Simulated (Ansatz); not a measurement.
Isolated molecules relaxed with PBE0-D4/def2-TZVP in Ansatz; ΔE leaves out vibrations. CCSD(T)/CBS adds triple-zeta CCSD(T) − MP2 to the extrapolated MP2 energy (def2 sets, frozen cores). This one scheme is used for every species. DFT in def2-TZVPP. For Ga outer-core shells are correlated without core-valence functions, which leaves a few kJ/mol of doubt a bond. Scalar relativity is left out up to krypton.

`C#C[Si](F)(F)[GaH2]` → `F[Si]F` + `C#[C][GaH2]`  (silylene formation by 1,1-elimination)

`C#C[Si](F)(F)[GaH2]`:

```xyz
9

C     0.138    1.293   -2.199
C     0.072    1.106   -1.008
Si   -0.029    0.599    0.737
F    -1.323    1.282    1.367
F     1.213    1.239    1.502
Ga   -0.080   -1.812    0.927
H     0.197    1.478   -3.247
H    -1.451   -2.570    0.898
H     1.263   -2.615    1.023
```

`F[Si]F`:

```xyz
3

F    -0.039   -1.275    0.090
Si    0.662    0.162   -0.005
F    -0.623    1.113   -0.085
```

`C#[C][GaH2]`:

```xyz
6

C     1.278    1.313   -0.019
C     0.434    0.446   -0.005
Ga   -0.902   -0.927    0.014
H     2.021    2.077   -0.031
H    -0.647   -2.190    0.893
H    -2.183   -0.718   -0.852
```

```tsv
level	ΔE (kJ/mol)
LDA (SPW92)	163.0
revPBE-D4	144.9
PBE0-D4	157.9
MP2/def2-TZVPP	142.5
```

Question: What does CCSD(T)/CBS give? (Estimate.)

Answer: The calculation gave: +140.8 kJ/mol. The listed levels differ from it by 22.2, 4.1, 17.1, 1.7 kJ/mol.

Largest T1 diagnostic among the species: 0.015.

Leaving LDA and LC-ωPBE aside and taking each functional with its dispersion term where it has one, the values, not all of them listed here, spread over 36.8 kJ/mol, from BLYP-D4 to r2SCAN0-D4. LDA lies +26.0 kJ/mol from PBE without D4. At CCSD(T), def2-SVP lies −20.0 kJ/mol from the extrapolated value and def2-TZVPP −6.7 kJ/mol.

CCSD(T)/CBS has its own doubt, a few kJ/mol and more with outer-core shells, so smaller differences from it don't rank the levels.
